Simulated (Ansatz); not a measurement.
Consider the cleavage of the B–B bond: `BB1BO1` + `OCO` → `BOCO` + `B1BO1`.

Gas-phase electronic energies from Ansatz, PBE0-D4/def2-TZVP geometries. CBS: MP2 limit from def2 TZ/QZ plus the TZ coupled-cluster correction, frozen cores. This one scheme is used for every species. DFT in def2-TZVPP. One conformer a species, not always the lowest.

(1) Is it downhill or uphill in electronic energy at CCSD(T)/CBS, and by how much? (Estimate.)

(2) What do these levels give: PBE-D4, r2SCAN-D4, ωB97X-V, B2PLYP, PBE0, MP2/def2-TZVPP, SCS-MP2/def2-TZVPP, CCSD(T)/def2-TZVPP, HF/def2-QZVPP, MP2/def2-QZVPP, SCS-MP2/def2-QZVPP, MP2/CBS(def2)? (An estimate is asked.)

Largest T1 diagnostic among the species: 0.017.

Answers

(1) Ansatz gave: Downhill: ΔE = -137.8 kJ/mol.

(2) Computed: PBE-D4 -119.8, r2SCAN-D4 -127.1, ωB97X-V -136.7, B2PLYP -140.1, PBE0 -125.4, MP2/def2-TZVPP -146.2, SCS-MP2/def2-TZVPP -146.9, CCSD(T)/def2-TZVPP -140.1, HF/def2-QZVPP -146.6, MP2/def2-QZVPP -145.2, SCS-MP2/def2-QZVPP -145.7, MP2/CBS(def2) -144.0 kJ/mol.

From PBE to PBE0 (25 % exact exchange), in def2-TZVPP and without D4, ΔE moves by −6.2 kJ/mol.
